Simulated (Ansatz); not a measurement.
Species: LaO, charge 0, multiplicity 2. The spin state was set by rule; other spins were not relaxed. 
Coordinates optimised at B3LYP-D3(BJ)/def2-TZVP (Ansatz, a first-principles code):
SMILES: [O]=[La]
```xyz
2

La     0.0000     0.0000    -0.2366
O      0.0000     0.0000     1.6855
```
Charge 0, spin multiplicity 2.

Basis-set convergence of Hartree-Fock and MP2 correlation energies (hartree) with Ansatz. Valence correlation only, unless marked. Open shells are spin-unrestricted. Spin-orbit coupling is left out. The frozen core is the preceding noble-gas configuration, with the filled d and f shells of earlier blocks. In def2 rows, elements after Kr have scalar-relativistic effective core potentials.

```
basis        functions       E(HF)  E(corr, MP2)
-----------  ---------  ----------  ------------
def2-SVPD           58  -105.95241      -0.26804
def2-TZVPPD         99  -106.05253      -0.31269
def2-QZVPPD        147  -106.05973      -0.33163
```

Extrapolating the two largest sets (X = 3 and 4) as X^-3: E(corr) = (64·(-0.33163) - 27·(-0.31269))/37 = -0.3455 Eh, an estimate of the basis-set limit. The largest set recovers 96.0 % of it, the smallest 77.6 %.
